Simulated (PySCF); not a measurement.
C₁₂H₁₅F.
Cartesian coordinates in Å at the PBE0-D3(BJ)/def2-SVP level; atoms count from 1:
```xyz
28
C12H15F angstrom
C      1.652    2.444   -0.530
C      2.388    1.345   -0.312
C      1.980   -0.055   -0.312
C      2.880   -1.066   -0.327
C      2.170   -2.371   -0.486
F      2.559   -3.346    0.401
C      0.724   -1.992   -0.389
C      0.601   -0.651   -0.329
C     -0.681    0.109   -0.220
C     -1.963   -0.701   -0.409
C     -3.044    0.272    0.049
C     -2.430    0.978    1.273
C     -0.905    0.769    1.158
H      0.582    2.414   -0.737
H      2.122    3.431   -0.518
H      3.461    1.482   -0.137
H      3.966   -0.965   -0.313
H      2.373   -2.757   -1.508
H     -0.081   -2.725   -0.412
H     -0.686    0.902   -0.990
H     -2.097   -1.065   -1.439
H     -1.943   -1.581    0.256
H     -4.004   -0.217    0.270
H     -3.237    1.003   -0.753
H     -2.807    0.538    2.209
H     -2.701    2.044    1.302
H     -0.329    1.697    1.278
H     -0.547    0.076    1.936
```

The calculation used PBE0-D3(BJ)/def2-SVP geometry optimisation, gas phase (PySCF 2.14.0).

Masses are those of the commonest isotopes; rigid-rotor values at the optimised geometry. The values belong to one conformer with, in the numbering `[CH2:1]=[CH:2][C:3]1=[CH:4][C@@H:5]([F:6])[CH:7]=[C:8]1[CH:9]1[CH2:10][CH2:11][CH2:12][CH2:13]1`, C1–C2–C3–C4 167°, C7–C8–C9–C10 -10°, C3–C4–C5–F6 -132°, C4–C5–C7–C8 6°, C8–C9–C10–C11 168°, C9–C10–C11–C12 -39°.

Q: What are A, B and C (MHz)?

A: Ia = 440.57, Ib = 914.63, Ic = 1232.68 u·Å²; 505379 MHz·u·Å²/I gives A = 1147, B = 552.5, C = 410.0 MHz.

Q: Classify the top.

A: An asymmetric top; Ray's κ = -0.613.

Q: Is it planar, by Δ = Ic − Ia − Ib?

A: Not planar: Δ = Ic − Ia − Ib = -122.52 u·Å². For a rigid frame Δ = −2 Σ m c², so Σ m c² = 61.26 u·Å² lies off the ab plane: 17.21 from hydrogen and 44.05 from heavier atoms. The atom farthest from that plane is 1.80 Å away.

Q: List the rotational levels J(Ka,Kc) to J = 2 (cm⁻¹).

A: Above 0(0,0):
J = 1: 1(0,1) 0.0321, 1(1,1) 0.0519, 1(1,0) 0.0567
J = 2: 2(0,2) 0.0956, 2(1,2) 0.1114, 2(1,1) 0.1257, 2(2,1) 0.1852, 2(2,0) 0.1859
Those of J = 1 are B + C, A + C and A + B.

Q: Predict some low-J microwave lines.

A: The dipole components are |μa| = 1.36 D, |μb| = 0.98 D, |μc| = 1.08 D. Intensities carry the squares of the components, which stand as 1.00 : 0.52 : 0.62 (a : b : c). Some of the stronger lines:

| type | branch | J(Ka,Kc) | MHz | lower level (cm⁻¹) |
| --- | --- | --- | --- | --- |
| a | Q | 2(1,1) ← 2(1,2) | 428 | 0.111 |
| c | Q | 2(1,2) ← 2(0,2) | 475 | 0.096 |
| c | Q | 1(1,1) ← 1(0,1) | 595 | 0.032 |
| b | Q | 1(1,0) ← 1(0,1) | 737 | 0.032 |
| b | Q | 2(1,1) ← 2(0,2) | 902 | 0.096 |
| a | R | 1(0,1) ← 0(0,0) | 963 | 0.000 |
| b | R | 2(0,2) ← 1(1,1) | 1308 | 0.052 |
| b | R | 1(1,1) ← 0(0,0) | 1557 | 0.000 |
| c | R | 1(1,0) ← 0(0,0) | 1700 | 0.000 |
| a | R | 2(1,2) ← 1(1,1) | 1783 | 0.052 |
| c | Q | 2(2,1) ← 2(1,1) | 1784 | 0.126 |
| b | Q | 2(2,0) ← 2(1,1) | 1806 | 0.126 |
| a | R | 2(0,2) ← 1(0,1) | 1902 | 0.032 |
| a | R | 2(1,1) ← 1(1,0) | 2068 | 0.057 |
| b | Q | 2(2,1) ← 2(1,2) | 2211 | 0.111 |
| b | R | 2(1,2) ← 1(0,1) | 2377 | 0.032 |
| c | R | 2(1,1) ← 1(0,1) | 2805 | 0.032 |
| b | R | 2(2,1) ← 1(1,0) | 3851 | 0.057 |
| c | R | 2(2,0) ← 1(1,0) | 3874 | 0.057 |
| c | R | 2(2,1) ← 1(1,1) | 3994 | 0.052 |
| b | R | 2(2,0) ← 1(1,1) | 4017 | 0.052 |

No PBE0-D3(BJ)/def2-SVP frequencies stand behind this structure, so it isn't proved a minimum. Zero-point vibration and centrifugal distortion are left out.

Hardware: Intel Xeon Platinum 8375C at 2.90 GHz, 2 threads, no GPU, shared host with 64 logical CPUs at a one-minute load of 24. Cost: 8.8 min wall, 19 min CPU, 1.9 GiB resident at most. These figures are those of the optimisation.
